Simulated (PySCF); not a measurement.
Labels have come off several samples. The candidates:

A. `O(C[SiH3])[SiH2]O/C=C\Cl`
B. `InChI=1S/C3H15N2PSi2/c1-5(2)3(7)8(4)6/h3,8H,4,6H2,1-2,7H3/t3-,8+/m0/s1`
C. `F[SiH2]N([SiH3])/C=C\C(F)(F)F`

Spectrum 1. ¹H NMR (300 MHz, computed): δ 6.39 (m, 1H), 5.36 (m, 2H), 5.00 (m, 1H), 4.83 (s, 3H). ¹³C{¹H} NMR (computed): δ 149.9 (CH), 133.2 (C), 102.9 (CH).

Spectrum 2. ¹H NMR (300 MHz, computed): δ 6.55 (d, 1H), 5.52 (s, 2H), 5.16 (d, 1H), 4.13 (q, 2H), 3.94 (t, 3H). ¹³C{¹H} NMR (computed): δ 148.8 (CH), 104.3 (CH), 49.6 (CH2).

Spectrum 3. ¹H NMR (300 MHz, computed): δ 6.45 (m, 1H), 4.16 (d, 3H), 2.42 (s, 6H), 2.11 (m, 1H), 0.83 (m, 2H), 0.27 (br s, 2H). ¹³C{¹H} NMR (computed): δ 48.6 (CH3), 47.5 (CH).

PySCF calculation with structure optimised with GFN2-xTB and GIAO PBE0/pcSseg-1 shieldings; relativity neglected, one averaged value for each set of equivalent atoms, single conformer, isolated molecule.

δ = σ(ref) − σ, references computed at the same level: ¹H (σref 31.72), ¹³C (σref 186.93) against TMS. Splittings of carbon signals by F and P are missing where no couplings were computed. Where no couplings were computed, multiplicities follow the n + 1 count of equivalent neighbours, and m marks all less simple cases (inequivalent or close neighbours, rings, F or P nearby). Shifts are as computed. Against solution values, carbons near 30 ppm lie about +3 ppm off and those near 130 ppm about +5 ppm; carbons on Cl a further +6 ppm. Of 1211 compounds with measured shifts, 218 miss one by over three times the rms of a fit or turn the order of signals round; such compounds aren't used in these exercises. Carbons bonded to Cl come out too deshielded. OH and NH positions are gas-phase values without hydrogen bonding to other molecules.

Question: Match each spectrum to its structure.

Answer: 1–C, 2–A, 3–B.

- Spectrum 1 (C): 3 ¹³C signals; δC 149.9 is an alkene carbon bearing nitrogen; δC 133.2 is a CF3 carbon.
- Spectrum 2 (A): 3 ¹³C signals; δC 148.8 is an alkene carbon bearing oxygen; δC 104.3 is a β carbon of an enol-ether or enamine type C=C.
- Spectrum 3 (B): 2 ¹³C signals; δC 48.6 is a methyl carbon bonded to N; δC 47.5 is an sp3 CH bonded to N and 2 Si.
